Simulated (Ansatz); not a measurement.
Nudged elastic band run: ClFGaH₂O

The input (input.yaml):

```yaml
crystal:
  periodic: [false, false, false]
  atoms:
    - { symbol: Ga, position_ang: [-0.173199, -0.154148, 0.475897] }
    - { symbol: H, position_ang: [0.50736, 1.384007, 0.680149] }
    - { symbol: O, position_ang: [1.256619, -0.426896, -0.704665] }
    - { symbol: H, position_ang: [2.050144, -0.724871, -0.204696] }
    - { symbol: Cl, position_ang: [-2.142906, 0.088613, -0.414827] }
    - { symbol: F, position_ang: [-0.037718, -1.118606, 1.963241] }
magnetization:
  spin_polarized: true
  initial_magnetization: 1
basis:
  gaussian: { orbitals: def2-SVP }
hamiltonian:
  xc: blyp
  dispersion: d4
neb:
  order_check: false
  images: 5
  f_tol: 0.05
  max_iterations: 60
  final_atoms:
    - { symbol: Ga, position_ang: [0.51489312, 0.58935169, -0.16503186] }
    - { symbol: H, position_ang: [-0.93146511, -0.06855076, 1.65457029] }
    - { symbol: O, position_ang: [1.35663131, -0.93079514, -0.76087461] }
    - { symbol: H, position_ang: [2.33224276, -0.84485462, -0.73903235] }
    - { symbol: Cl, position_ang: [-1.7679978, 0.33045677, -0.23582531] }
    - { symbol: F, position_ang: [-0.04400428, -0.02750894, 2.04129284] }
  initial_path:
    images:
      - { positions_ang: [[-0.173199, -0.154148, 0.475897], [0.50736, 1.384007, 0.680149], [1.256619, -0.426896, -0.704665], [2.050144, -0.724871, -0.204696], [-2.142906, 0.088613, -0.414827], [-0.037718, -1.118606, 1.963241]] }
      - { positions_ang: [[-0.11768737, -0.10122998, 0.31995882], [0.35648351, 0.92489946, 1.06244782], [1.34175903, -0.29397772, -0.78266015], [1.96244473, -0.81196599, -0.50373945], [-2.08951629, 0.07341804, -0.62518549], [0.00681639, -0.74304482, 2.32427744]] }
      - { positions_ang: [[-0.06217574, -0.04831195, 0.16402065], [0.20560701, 0.46579192, 1.44474664], [1.42689906, -0.16105944, -0.8606553], [1.87474547, -0.89906097, -0.80278289], [-2.03612657, 0.05822308, -0.83554398], [0.05135077, -0.36748364, 2.68531389]] }
      - { positions_ang: [[-0.00666411, 0.00460607, 0.00808247], [0.05473052, 0.00668438, 1.82704547], [1.51203909, -0.02814116, -0.93865045], [1.7870462, -0.98615596, -1.10182634], [-1.98273686, 0.04302812, -1.04590247], [0.09588516, 0.00807754, 3.04635033]] }
      - { positions_ang: [[0.1671883, 0.19952128, -0.04962231], [-0.27400136, -0.018394, 1.76955374], [1.4602365, -0.32902582, -0.87939184], [1.96877839, -0.93905551, -0.98089501], [-1.91115717, 0.13883767, -0.77587675], [0.04925534, -0.00378462, 2.71133117]] }
      - { positions_ang: [[0.34104071, 0.39443648, -0.10732708], [-0.60273323, -0.04347238, 1.71206201], [1.4084339, -0.62991048, -0.82013323], [2.15051057, -0.89195506, -0.85996368], [-1.83957749, 0.23464722, -0.50585103], [0.00262553, -0.01564678, 2.37631201]] }
      - { positions_ang: [[0.51489312, 0.58935169, -0.16503186], [-0.93146511, -0.06855076, 1.65457029], [1.35663131, -0.93079514, -0.76087461], [2.33224276, -0.84485462, -0.73903235], [-1.7679978, 0.33045677, -0.23582531], [-0.04400428, -0.02750894, 2.04129284]] }
```

Command:

```bash
$ ansatz run input.yaml --threads 2 --pin off --max-ram 3072MiB --backend cpu --events-out ev --progress --plain --runs-dir out
```

Output, in part (warnings, iteration lines, the closing report on the highest movable image, with atoms numbered from 0):

```
NEB end point (image 0): max|allowed force component| = 2.195e-2 eV/Å (the criterion of neb.relax_end_points is 1.000e-2)
NEB end point (image 6): max|allowed force component| = 2.004e-2 eV/Å (the criterion of neb.relax_end_points is 1.000e-2)
NEB iter   1: max|band force component| = 1.579e1 eV/Å  barrier→ = 2.1441 eV  barrier← = 2.7531 eV  Δτ_max = 0.2000 Å  (494 SCF iters)
NEB iter   2: max|band force component| = 2.973e0 eV/Å  barrier→ = 1.1867 eV  barrier← = 1.7957 eV  Δτ_max = 0.2000 Å  (178 SCF iters)
NEB iter   3: max|band force component| = 3.723e0 eV/Å  barrier→ = 0.5983 eV  barrier← = 1.2073 eV  Δτ_max = 0.1019 Å  (177 SCF iters)
NEB iter   4: max|band force component| = 1.799e0 eV/Å  barrier→ = 0.3893 eV  barrier← = 0.9983 eV  Δτ_max = 0.1007 Å  (170 SCF iters)
NEB iter   5: max|band force component| = 8.178e-1 eV/Å  barrier→ = 0.2868 eV  barrier← = 0.8958 eV  Δτ_max = 0.2000 Å  (173 SCF iters)
NEB iter   6: max|band force component| = 1.550e0 eV/Å  barrier→ = 0.3655 eV  barrier← = 0.9745 eV  Δτ_max = 0.1020 Å  (173 SCF iters)
NEB iter   7: max|band force component| = 2.769e0 eV/Å  barrier→ = 0.3171 eV  barrier← = 0.9260 eV  Δτ_max = 0.0506 Å  (170 SCF iters)
NEB iter   8: max|band force component| = 5.474e-1 eV/Å  barrier→ = 0.3097 eV  barrier← = 0.9187 eV  Δτ_max = 0.1008 Å  (157 SCF iters)
NEB iter   9: max|band force component| = 7.500e-1 eV/Å  barrier→ = 0.3953 eV  barrier← = 1.0043 eV  CI = image 2  Δτ_max = 0.2000 Å  (159 SCF iters)
NEB iter  10: max|band force component| = 7.225e-1 eV/Å  barrier→ = 0.5064 eV  barrier← = 1.1154 eV  CI = image 2  Δτ_max = 0.1971 Å  (170 SCF iters)
NEB iter  11: max|band force component| = 6.055e-1 eV/Å  barrier→ = 0.4674 eV  barrier← = 1.0763 eV  CI = image 2  Δτ_max = 0.1953 Å  (162 SCF iters)
NEB iter  12: max|band force component| = 4.779e-1 eV/Å  barrier→ = 0.4766 eV  barrier← = 1.0856 eV  CI = image 2  Δτ_max = 0.0985 Å  (163 SCF iters)
NEB iter  13: max|band force component| = 2.255e-1 eV/Å  barrier→ = 0.4748 eV  barrier← = 1.0838 eV  CI = image 2  Δτ_max = 0.0559 Å  (153 SCF iters)
NEB iter  14: max|band force component| = 1.821e-1 eV/Å  barrier→ = 0.4743 eV  barrier← = 1.0833 eV  CI = image 2  Δτ_max = 0.0162 Å  (145 SCF iters)
NEB iter  15: max|band force component| = 4.668e-2 eV/Å  barrier→ = 0.4739 eV  barrier← = 1.0828 eV  CI = image 2  Δτ_max = 0.0000 Å  (364 SCF iters)
Total energy: -69684.67816888 eV, -2560.8646887349 hartree
Atom 0 at    -0.080219     0.021520     0.120535 Å, force     0.005545    -0.005683    -0.006012 eV/Å
Atom 1 at     0.215249     0.732687     1.747702 Å, force     0.007194     0.006310    -0.013407 eV/Å
Atom 2 at     1.258573    -0.522558    -0.960299 Å, force    -0.028802     0.008773     0.015077 eV/Å
Atom 3 at     2.080710    -0.696072    -0.459053 Å, force     0.018348     0.000588     0.001112 eV/Å
Atom 4 at    -2.102796     0.107150    -0.650827 Å, force     0.007814    -0.000603     0.005453 eV/Å
Atom 5 at     0.088783    -0.594628     1.997042 Å, force    -0.010099    -0.009384    -0.002223 eV/Å
Dipole moment:     0.372117     0.130340     0.191747 e Å
```

It converged. A vibrational analysis at the climbing image gives one clearly imaginary mode, 721i cm⁻¹: a first-order saddle point.

Final band (atoms are numbered from 1 in the order of the input):

```json
{"image": "0", "path coordinate (Å)": "0.00", "energy (eV)": "0.00", "Ga1–H2 (Å)": "1.69", "Ga1–F6 (Å)": "1.78", "H2–F6 (Å)": "2.86"}
{"image": "1", "path coordinate (Å)": "0.77", "energy (eV)": "0.17", "Ga1–H2 (Å)": "1.73", "Ga1–F6 (Å)": "1.81", "H2–F6 (Å)": "2.23"}
{"image": "2", "path coordinate (Å)": "1.54", "energy (eV)": "0.47", "Ga1–H2 (Å)": "1.80", "Ga1–F6 (Å)": "1.98", "H2–F6 (Å)": "1.36"}
{"image": "3", "path coordinate (Å)": "2.21", "energy (eV)": "-0.24", "Ga1–H2 (Å)": "2.31", "Ga1–F6 (Å)": "2.39", "H2–F6 (Å)": "0.96"}
{"image": "4", "path coordinate (Å)": "2.88", "energy (eV)": "-0.35", "Ga1–H2 (Å)": "2.75", "Ga1–F6 (Å)": "2.45", "H2–F6 (Å)": "0.94"}
{"image": "5", "path coordinate (Å)": "3.55", "energy (eV)": "-0.45", "Ga1–H2 (Å)": "2.71", "Ga1–F6 (Å)": "2.44", "H2–F6 (Å)": "0.94"}
{"image": "6", "path coordinate (Å)": "4.23", "energy (eV)": "-0.61", "Ga1–H2 (Å)": "2.42", "Ga1–F6 (Å)": "2.36", "H2–F6 (Å)": "0.97"}
```

The run took 70 s on 2 threads of AMD EPYC 9R45 96-Core Processor (Zen 5), with other jobs on the host, peak memory 0.18 GiB.
